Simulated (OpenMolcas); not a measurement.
## Se²⁺: effect of the basis set

```yaml
Program: OpenMolcas
Method: "SS-RASPT2, IPEA 0.25 Eh, imaginary shift 0.1 Eh (closed shells correlated: 3d)"
Active_space: 4 electrons in 9 orbitals (RAS2 4s 4p; RAS3 4d, at most 2 electrons)
State_averaging: 2S+1 = 3 even, 6 roots; 2S+1 = 1 even, 12 roots; 2S+1 = 5 odd, 1 root; 2S+1 = 3 odd, 8 roots; 2S+1 = 1 odd, 8 roots
Spin-orbit_coupling: RASSI with atomic mean-field integrals over the reference wave functions, term energies averaged over their components
```

A. ANO-RCC-VTZP [6s5p3d1f], DKH2, point nucleus; CASPT2 step of the order of 27 core-seconds
B. ANO-RCC-VQZP [7s6p4d2f1g], DKH2, point nucleus; CASPT2 step roughly 29 core-seconds
C. ANO-R2 [6s6p4d3f1g], X2C, finite nucleus; CASPT2 step of the order of 24 core-seconds
D. ANO-RCC [9s8p6d4f2g], DKH2, point nucleus; CASPT2 step about 50 core-seconds

Energies in cm-1 above 4s2 4p2 3P0, the measured ground level; measured values from Moore, Atomic Energy Levels, vol. II, NSRDS-NBS 35 (1971 reprint of NBS Circular 467, 1952).

| Level | A | B | C | D | Measured |
| --- | --- | --- | --- | --- | --- |
| 4s2 4p2 3P0 | 0.0 | 0.0 | 0.0 | 0.0 | 0.0 |
| 4s2 4p2 3P1 | 1541 | 1503 | 1507 | 1526 | 1741 |
| 4s2 4p2 3P2 | 3580 | 3490 | 3500 | 3530 | 3937 |
| 4s2 4p2 1D2 | 13250 | 12920 | 13040 | 12920 | 13032 |
| 4s2 4p2 1S0 | 28610 | 28160 | 28520 | 28160 |  |
| 4s 4p3 5S* 2 | 64230 | 64990 | 66580 | 65950 |  |
| 4s 4p3 3D* 1 | 90320 | 90550 | 92220 | 91180 |  |
| 4s 4p3 3D* 2 | 90370 | 90610 | 92270 | 91240 | 92723 |
| 4s 4p3 3D* 3 | 90760 | 90990 | 92650 | 91630 |  |
| 4s 4p3 3P* 2 | 104840 | 104770 | 106710 | 105300 | 106515 |
| 4s 4p3 3P* 0 | 104870 | 104800 | 106660 | 105320 | 106482 |
| 4s 4p3 3P* 1 | 104960 | 104880 | 106760 | 105410 | 106591 |

Deviations, from unrounded energies. A percentage is the sum of absolute deviations over the sum of measured energies, with the sign that they share, or ± where signs differ.

| Against measurement | Levels | A | B | C | D |
| --- | --- | --- | --- | --- | --- |
| mean absolute deviation (cm-1) | 7 | 1100 | 1100 | 240 | 820 |
| fine structure of the ground term (%) | 2 | -9.8 | -12.0 | -11.8 | -10.9 |
| other terms of the ground configuration (%) | 1 | +1.7 | -0.8 | +0.1 | -0.8 |
| other configurations (%) | 4 | -1.8 | -1.8 | ±0.2 | -1.2 |

C lies closest to measurement on these levels and A furthest from it. The largest miss of C in the table is 4s 4p3 3D* 2, by -450 cm-1. The ranking rests on the paired levels alone, and a cruder setting can come out closer through cancelling errors.

Among A to D the level of the table that moves most is 4s 4p3 5S* 2, by 2400 cm-1 (lowest in A, highest in C). Moves below CASPT2's spread within the term are not significant.

CASPT2 does not keep the components of a term degenerate, so their means are used; among the terms shown or strongly mixed into the levels shown the widest spread is 15 cm-1 (4s2 4p2 1D, A). Some terms mix strongly with configurations of 4d, whose occupation reaches 0.19 (4s 4p3 3D*, 4s 4p3 3P*) (figures for A; the like holds for B, C, D). The run also gave levels led by 4s 4p2 4d, 4s2 4p 4d, which use shells meant for correlation; these and all levels above them are left out (holds for A; B; D). Active for correlation alone: 4d; no level in the range computed is led by a configuration that fills it, so any true level of that kind is missing (holds for C). Measured partners are found by configuration, term and J. A level has none where our copy of the source lacks it or the pairing is in doubt (some pairs that miss far off the trend of their configuration count as doubtful), and it then counts in no deviation. Only configurations of the active space appear. The table leaves out levels that lie high or whose names do not pair safely across all columns.

* marks odd parity.
